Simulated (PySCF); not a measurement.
Level of theory: PBE0-D3(BJ)/def2-TZVP run with PySCF. Gas-phase values, no solvent. One relaxed conformer stands for a flexible species; it need not be the lowest. Delta-SCF ions had no search for a lower state. Excitations are Tamm–Dancoff values on a coarser integration grid. The basis has no diffuse functions, so Rydberg states are missing or too high.

Reference species (SMILES): `SC(=CS)S` (neutral, multiplicity 1).

```yaml
S1 excitation (TDA): 4.36 eV
vertical ionisation energy (Delta-SCF): 7.96 eV
brightest of the four lowest singlets (TDA): 5.08 eV
LUMO: -0.54 eV
```

After one change: the S1 excitation (TDA) rises by 0.20 eV; the vertical ionisation energy (Delta-SCF) increases by 0.61 eV; the brightest of the four lowest singlets (TDA) increases by 0.49 eV; the LUMO drops by 0.32 eV.

Task: Name the change that produced these shifts. The new species is one of these.
(A) `S/C=C\SS`
(B) `S/C=C/SS`
(C) `C=C(S)SS`
(D) `S=C(S)CS`

Result: C, `C=C(S)SS`
